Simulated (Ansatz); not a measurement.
Program: Ansatz. Geometries: PBE0-D4/def2-TZVP. ΔE: electronic, gas phase. CCSD(T)/CBS adds triple-zeta CCSD(T) − MP2 to the extrapolated MP2 energy (def2 sets, frozen cores). DFT in def2-TZVPP. B3LYP here is the variant with VWN-RPA as its local correlation; programs differ in this. HSE06 is defined as in plane-wave codes. def2 core potentials past Kr. For Te outer-core shells are correlated without core-valence functions, which leaves a few kJ/mol of doubt a bond. One conformer a species, not always the lowest.

`[SiH3][Te]CCl` + `C[SiH2][SiH](O)F` → `C[SiH2][Te][SiH3]` + `O[SiH](F)CCl`  (redistribution)

```
          level  ΔE (kcal/mol)
       HSE06-D4          -30.5
   CAM-B3LYP-D4          -30.5
           PBE0          -29.9
          B3LYP          -28.5
  CCSD/def2-SVP          -32.1
 MP2/def2-TZVPP          -32.9
CCSD/def2-TZVPP          -31.0
  HF/def2-QZVPP          -32.8
```

(1) What does CCSD(T)/CBS give? (Best estimate.)

Largest T1 diagnostic among the species: 0.012.

Results:

(1) Ansatz gave: -31.0 kcal/mol. The listed levels differ from it by 0.5, 0.5, 1.1, 2.5, -1.1, -1.9, 0.0, -1.8 kcal/mol.

From PBE to PBE0 (25 % exact exchange), in def2-TZVPP and without D4, ΔE moves by −2.5 kcal/mol. Leaving LDA and LC-ωPBE aside and taking each functional with its dispersion term where it has one, the values, not all of them listed here, spread over 5.5 kcal/mol, from r2SCAN0-D4 to BLYP-D4. LDA lies −2.6 kcal/mol from PBE without D4. The D4 term adds −1.1 kcal/mol with B3LYP and −0.6 kcal/mol with PBE0; it sums over pairs of atoms, weighted by their polarisabilities, and B3LYP, whose exchange is more repulsive, gets the larger term.
